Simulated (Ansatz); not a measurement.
Harmonic frequencies (cm⁻¹) at PBE0-D4/def2-TZVP from Ansatz: 90, 181, 277, 323, 411, 489, 497, 596, 713, 722, 742, 2043, 2137, 2716, 3460.

Each molecule was computed in one conformer, which needn't be the lowest.

**Question.** Which molecule is it?
A. `C#[C][GaH][SH]`
B. `[GeH3][CH]=[Se]`
C. `C=[C]1[S][GaH]1`
D. `[TeH]CI`

**Answer.** A.
